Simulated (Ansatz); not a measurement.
C4H7ClSi, SMILES CC([SiH3])=C=CCl.

Geometry: B3LYP-D3(BJ)/def2-SVP. This is a generated structure with no PubChem entry under its InChIKey; it may be hypothetical.

Two levels are set side by side: PBE/def2-SVPD (Ansatz, a quantum-chemistry and plane-wave program) and CAM-B3LYP/def2-SVPD (Ansatz). Energy differences of separate SCF runs at the same geometry; the states with an electron removed or added have multiplicity 2 and 2. Differences are taken from unrounded values.

```
quantity                            PBE
---------------------------------  ----
vertical ionisation energy (eV)    8.82
vertical singlet–triplet gap (eV)  3.88
```

Question: These are the PBE values. What does CAM-B3LYP give? (Estimate from the structure and the level; the computed values follow.)

Answer: 
```csv
quantity,CAM-B3LYP,PBE minus CAM-B3LYP
vertical ionisation energy (eV),9.15,-0.33
vertical singlet–triplet gap (eV),4.20,-0.32
```
